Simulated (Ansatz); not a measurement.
Species: CH2BCl2S, charge 0, multiplicity 2. It need not be the lowest isomer of its formula. 
Structure (B3LYP-D3(BJ)/def2-TZVP (Ansatz, a program for electronic structure) minimum search):
SMILES: [CH2]SB(Cl)Cl
```xyz
7

C     -2.4440    -0.1457     0.3605
S     -0.9813    -0.9734     0.6468
B      0.3361     0.0275    -0.0537
Cl     0.0655     1.5586    -0.8627
Cl     1.9638    -0.6099     0.1092
H     -2.4699     0.8001    -0.1554
H     -3.3440    -0.6166     0.7223
```
Charge 0, spin multiplicity 2.

Parts of the frozen-core correlation energy in STO-3G (Ansatz, hartree). Frozen orbitals: 17; correlated occupied orbitals by spin: 15 and 14; virtual: 7 and 8. Open shells are spin-unrestricted. No spin-orbit coupling. No relativistic terms.

| term | value |
|---|---|
| reference (HF) | -1365.34867 |
| MP2 opposite-spin | -0.09681 |
| MP2 same-spin | -0.02131 |
| CCSD correlation | -0.15056 |
| (T) | -0.00446 |
| T1 diagnostic | 0.019 |
| largest doubles amplitude | 0.054 |
| <S^2> of the reference | 0.770 |
